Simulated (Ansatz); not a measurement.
One change: `[SiH3][SiH]1CS1` becomes `[SeH][SiH]1CS1`.

Ansatz, PBE0-D4/def2-TZVP geometries, multiplicity 1. Each molecule was computed in one conformer, which needn't be the lowest.

Scalar relativity is left out up to krypton. Spin–orbit coupling is left out; it splits and shifts lone-pair levels of the heavy atoms by tenths of an eV.

```tsv
property	`[SiH3][SiH]1CS1`
LUMO energy (B3LYP/def2-TZVPP) / eV	-0.99
HOMO–LUMO gap (B3LYP/def2-TZVPP) / eV	5.63
LUMO energy (PBE0/def2-TZVPP) / eV	-0.82
HOMO energy (ωB97M-V/def2-TZVPP) / eV	-9.00
HOMO energy (PBE0/def2-TZVPP) / eV	-6.86
LUMO energy (PBE/def2-TZVPP) / eV	-1.63
```

Q: Give the same properties after the change, and the shifts. (Estimate.)

A: Computed: 
| property | `[SeH][SiH]1CS1` | shift |
| --- | --- | --- |
| LUMO energy (B3LYP/def2-TZVPP) / eV | -0.84 | 0.15 |
| HOMO–LUMO gap (B3LYP/def2-TZVPP) / eV | 5.92 | 0.29 |
| LUMO energy (PBE0/def2-TZVPP) / eV | -0.62 | 0.20 |
| HOMO energy (ωB97M-V/def2-TZVPP) / eV | -9.12 | -0.12 |
| HOMO energy (PBE0/def2-TZVPP) / eV | -7.01 | -0.15 |
| LUMO energy (PBE/def2-TZVPP) / eV | -1.50 | 0.13 |

With PBE0 the HOMO falls by 0.15 eV and the LUMO rises by 0.20 eV, so the gap widens by about 0.35 eV. PBE moves the HOMO by -0.15 eV and ωB97M-V by -0.12 eV.

B3LYP here is the variant with VWN-RPA as its local correlation; programs differ in this.
